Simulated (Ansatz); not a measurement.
C$_{2}$H$_{6}$GeSn (`C=[C]1[GeH2][SnH2]1`), relaxed with RKS PBE-D4/def2-SVP in the Gaussian-basis code of Ansatz from a rough embedded geometry. The force threshold is 0.03 eV/Å; the program also tests the step.

The species carries charge 0 and has multiplicity 1. Sn takes the def2 core potential.

Start:

```xyz
10

C     0.191   -1.881   -0.431
C     0.041   -0.651   -0.184
Ge   -0.998    0.989   -0.557
Sn    0.693    1.231    1.037
H    -0.442   -2.453   -1.144
H     1.021   -2.495    0.076
H    -0.726    1.589   -1.938
H    -2.438    0.947    0.090
H     2.316    1.728    0.384
H     0.343    0.998    2.667
```

How much energy does the relaxation release, and in how many steps? (Estimate.)

Ansatz gave: 21.56 kcal/mol, in 5 steps, 1 of them rejected.

Which bonds change most? (Best estimate.)

Computed: Ge3–Sn4 from 2.337 to 2.601 Å; C2–Sn4 from 2.336 to 2.197 Å; Sn4–H9 from 1.819 to 1.728 Å; C1–C2 from 1.264 to 1.341 Å.

Give the relaxed structure. (Best estimate.)

Computed: 
```xyz
10

C     0.204   -1.846   -0.409
C     0.056   -0.544   -0.127
Ge   -1.110    0.976   -0.633
Sn    0.850    1.117    1.071
H    -0.458   -2.366   -1.129
H     0.989   -2.470    0.060
H    -0.978    1.509   -2.087
H    -2.594    0.904   -0.178
H     2.421    1.704    0.651
H     0.620    1.015    2.781
```
